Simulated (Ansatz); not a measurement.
Two structures of SiH$_{4}$SF$_{2}$, singlet, reached by relaxing down either side of one saddle point (PBE0-D4/def2-TZVP). Energies are electronic, without zero-point energy. Program: Ansatz 0.2.0. Basis: def2-TZVPP and def2-QZVPP. Cores are frozen in the correlated methods. Extrapolation: Hartree–Fock as exp(−7.88 √X), correlation as X^−2.97. First:

```
8
angstrom
Si -0.1518 0.7227 0.8354
S 1.7301 0.8958 -0.0928
F -1.3312 0.9137 -0.2064
F -0.2313 1.9065 1.8825
H -0.3856 -0.5572 1.5216
H -0.7853 -1.5621 -1.6127
H -0.3447 -2.1441 -1.4538
H 1.4998 -0.1753 -0.8736
```

Second:

```
atom    x (Å)    y (Å)    z (Å)
 Si1  -1.1456   0.0236   0.5249
  S2   2.1452  -0.4541  -0.3452
  F3  -2.6642   0.2250   0.9543
  F4  -0.9455   0.8666  -0.8089
  H5  -0.3050   0.5870   1.5947
  H6   2.1735   0.8683  -0.5724
  H7  -0.9539  -1.4078   0.2364
  H8   1.6955  -0.7085  -1.5837
```

Task: Which bonds change from the first to the second?

Result: SiH₂SF₂ ([F][SiH]([F])[SH]) + H₂ → SiH₂F₂ ([F][SiH2][F]) + H₂S; bonds formed: Si1–H7, S2–H6; bonds broken: Si1–S2, H6–H7.

Task: Give the saddle point's structure and its height above each. (An estimate is asked for; the value comes from the calculation.)

Result: Computed: 238.4 kJ/mol above the first and 202.1 kJ/mol above the second (CCSD(T) at an estimated basis limit (MP2 extrapolated from triple and quadruple zeta, plus CCSD(T) − MP2 in triple zeta)).
| atom | x (Å) | y (Å) | z (Å) |
| --- | --- | --- | --- |
| Si1 | -0.5194 | 0.2332 | 0.3882 |
| S2 | 1.6754 | 0.3804 | -0.5874 |
| F3 | -2.0565 | -0.1995 | 0.5902 |
| F4 | -0.7178 | 1.7783 | 0.1005 |
| H5 | 0.0278 | -0.3114 | 1.6374 |
| H6 | 0.2024 | -0.4152 | -1.0964 |
| H7 | -0.7076 | -0.7021 | -1.0129 |
| H8 | 2.0956 | -0.7635 | -0.0194 |

T1 diagnostic: at most 0.013.

Labels in which every atom is bracketed show which atoms are joined, not bond orders.

For scale, one of the runs: CCSD(T)/def2-TZVPP, 202 basis functions, launched by `ansatz run in.yaml --threads 4 --pin off --events-out ev --progress --plain --max-ram 9574MiB`. Time: 50 s of wall clock on 4 CPU threads of an Arm Neoverse V2; the host was shared. Peak host memory: 2.5 GiB.
